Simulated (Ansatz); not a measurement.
Two members of one family (Series ZnMeX), computed with Ansatz in the gas phase. The two geometries come from different levels. Binding counts from free atoms in the multiplicity of their measured ground term, without zero-point energy. A dash marks a value that wasn't run or was left out as unsound. The structures are stationary points that may keep the symmetry of their start. Remarks come from the PBE and PBE0 runs and from stability tests at other levels; not every state was tested. HOMO above LUMO (over both spins in singlets and doublets, within one spin in higher multiplets; at PBE or PBE0), or a gap under 0.15 eV within one spin, warns that the state may not be the lowest or that an electron is smeared out.

First: ZnMeBr (singlet, charge 0, PBE0-D4/def2-TZVP geometry).

```xyz
6

Zn   -0.509   -0.832    0.509
C     0.384    0.627   -0.383
H    -0.199    0.956   -1.246
H     1.370    0.313   -0.727
H     0.502    1.470    0.299
Br   -1.548   -2.533    1.549
```

| level | HOMO (eV) | LUMO (eV) | gap (eV) | vertical IE (eV) | vertical triplet (eV) | binding per atom (eV) |
| --- | --- | --- | --- | --- | --- | --- |
| PBE-D4/def2-TZVP | -6.91 | -1.39 | 5.52 | 10.13 | 5.51 | 3.10 |
| r2SCAN-D4/def2-TZVP | -7.23 | -1.04 | 6.19 | 10.26 | 5.69 | 3.11 |
| PBE0-D4/def2-SVP | -7.89 | -0.37 | 7.52 | – | – | 3.12 |
| PBE0-D4/def2-TZVP | -8.16 | -0.57 | 7.59 | 10.38 | 5.82 | 3.08 |
| LC-ωPBE/def2-TZVP | -10.91 | 1.44 | 12.35 | – | – | 3.10 |

Metal–donor distances: 1 × C 1.93 Å, 1 × Br 2.25 Å. Remarks: gap within one spin near zero at PBE or PBE0 (+1 doublet), gap within one spin near zero at PBE or PBE0 (triplet).

Second: ZnMeH (singlet, charge 0, PBE-D4/def2-TZVP geometry).

Cartesian coordinates in Å:
```
Zn 0.101 -1.057 -0.630
C -0.058 0.607 0.363
H -0.010 0.424 1.446
H -1.014 1.105 0.144
H 0.754 1.301 0.099
H 0.227 -2.380 -1.421
```

Problem. Estimate how these quantities change from the first to the second (second minus first).

Solution. 
| level | Δ HOMO (eV) | Δ LUMO (eV) | Δ gap (eV) | Δ vertical IE (eV) | Δ vertical triplet (eV) | Δ binding per atom (eV) |
| --- | --- | --- | --- | --- | --- | --- |
| PBE-D4/def2-TZVP | 0.54 | 0.41 | -0.13 | -0.39 | -0.16 | -0.15 |
| r2SCAN-D4/def2-TZVP | 0.62 | 0.47 | -0.15 | -0.53 | -0.32 | -0.15 |
| PBE0-D4/def2-SVP | 0.56 | 1.13 | 0.58 | – | – | -0.16 |
| PBE0-D4/def2-TZVP | 0.66 | 0.31 | -0.35 | -0.58 | -0.29 | -0.15 |
| LC-ωPBE/def2-TZVP | 0.64 | 0.09 | -0.55 | – | – | -0.13 |

Metal–donor distances: 1 × C 1.94 Å, 1 × H 1.55 Å.
